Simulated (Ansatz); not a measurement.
Isomers of H6OSi2, B3LYP-D3(BJ)/def2-TZVP minima from an xTB search, which can miss the lowest.
Isomer 1, SMILES [SiH3]O[SiH3] (charge 0, multiplicity 1):
```tsv
atom	x (Å)	y (Å)	z (Å)
Si	-1.5627	-0.1230	-0.1943
O	0.0561	-0.3174	-0.3352
Si	1.5712	0.0748	0.1433
H	-2.2254	-1.0243	-1.1601
H	-1.9983	-0.4604	1.1812
H	-1.9344	1.2810	-0.4878
H	1.8230	1.5156	-0.0937
H	2.5301	-0.7322	-0.6402
H	1.7403	-0.2141	1.5867
```
Isomer 2, SMILES O[SiH2][SiH3] (charge 0, multiplicity 1):
```csv
atom,x (Å),y (Å),z (Å)
O,1.5604,1.0860,0.3744
Si,0.8397,-0.3120,-0.1538
Si,-1.4720,0.0012,0.0531
H,2.5194,1.1396,0.3620
H,1.2845,-1.4816,0.6513
H,1.2051,-0.6027,-1.5666
H,-1.8447,0.2582,1.4650
H,-2.1661,-1.2288,-0.4048
H,-1.9263,1.1401,-0.7806
```

Cores are frozen in the correlated methods. MP2 and its Hartree–Fock in cc-pV(Q+d)Z are density fitted.

The values were computed with Ansatz (Gaussian basis) for Hartree–Fock, density functionals and correlated methods. 

The energy of isomer 2 above isomer 1 is E(isomer 2) − E(isomer 1). Total energies (hartree):

| level | isomer 2 | isomer 1 |
|---|---|---|
| HF/cc-pV(T+d)Z | -656.3209378 | -656.3736074 |
| MP2/cc-pV(T+d)Z | -656.8188682 | -656.8644493 |
| HF/cc-pV(Q+d)Z | -656.3350382 | -656.3885332 |
| MP2/cc-pV(Q+d)Z | -656.8714971 | -656.9170624 |
| CCSD(T)/cc-pV(T+d)Z | -656.8814305 | -656.9237371 |

Work out the energy of isomer 2 above isomer 1 at the basis-set limit: extrapolate the MP2 correlation part as X⁻³, take Hartree–Fock from the larger set, and add the CCSD(T) − MP2 difference of cc-pV(T+d)Z.


1. Differences (1 hartree = 627.509 kcal/mol): HF/cc-pV(T+d)Z 33.051; MP2/cc-pV(T+d)Z 28.603; HF/cc-pV(Q+d)Z 33.569; MP2/cc-pV(Q+d)Z 28.593; CCSD(T)/cc-pV(T+d)Z 26.548.
2. Correlation parts, MP2 less HF: -4.448 in cc-pV(T+d)Z (X = 3), -4.976 in cc-pV(Q+d)Z (X = 4).
3. Limit (4³·(-4.976) − 3³·(-4.448))/(4³ − 3³) = -5.361; with HF/cc-pV(Q+d)Z it gives 28.207.
4. CCSD(T) less MP2 in cc-pV(T+d)Z: -2.055.
Result: 26.15 kcal/mol, against 28.60 at MP2/cc-pV(T+d)Z. It is an estimate of this method's limit, not of the exact value.

Ansatz is a quantum-chemistry and plane-wave program.
